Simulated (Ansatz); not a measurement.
Reaction (formal exchange of groups at the Si–Si bond): `O[SiH](Cl)[SiH](Cl)Cl` + `C#C[SiH](Cl)Cl` → `O[SiH](Cl)C#C[SiH](Cl)Cl` + `Cl[SiH2]Cl`

Computed with Ansatz on PBE0-D4/def2-TZVP structures; ΔE is electronic, products minus reactants. CCSD(T)/CBS is the MP2 limit (def2-TZVPP, def2-QZVPP) plus CCSD(T) − MP2 in def2-TZVPP, frozen cores. Functionals use def2-TZVPP. B3LYP here is the variant with VWN-RPA as its local correlation; programs differ in this. One conformer a species, not always the lowest.

Q: Is it downhill or uphill in electronic energy at CCSD(T)/CBS, and by how much? (An estimate is asked.)

A: Computed: Downhill: ΔE = -47.9 kJ/mol.

Q: What do these levels give: PBE-D4, B3LYP-D4, ωB97X-V, HF/def2-QZVPP, SCS-MP2/def2-QZVPP, MP2/CBS(def2)? (Best estimate.)

A: The calculation gave: PBE-D4 -31.8, B3LYP-D4 -42.6, ωB97X-V -43.9, HF/def2-QZVPP -65.4, SCS-MP2/def2-QZVPP -58.2, MP2/CBS(def2) -54.2 kJ/mol.

Largest T1 diagnostic among the species: 0.011.

In def2-TZVPP, CCSD(T) changes the Hartree–Fock value by +12.6 kJ/mol (the triples alone add +1.4 kJ/mol) and MP2 by +6.3 kJ/mol. The D4 term adds +8.7 kJ/mol with B3LYP and +4.7 kJ/mol with PBE0; it sums over pairs of atoms, weighted by their polarisabilities, and B3LYP, whose exchange is more repulsive, gets the larger term. From PBE to PBE0 (25 % exact exchange), in def2-TZVPP and without D4, ΔE moves by −4.7 kJ/mol.
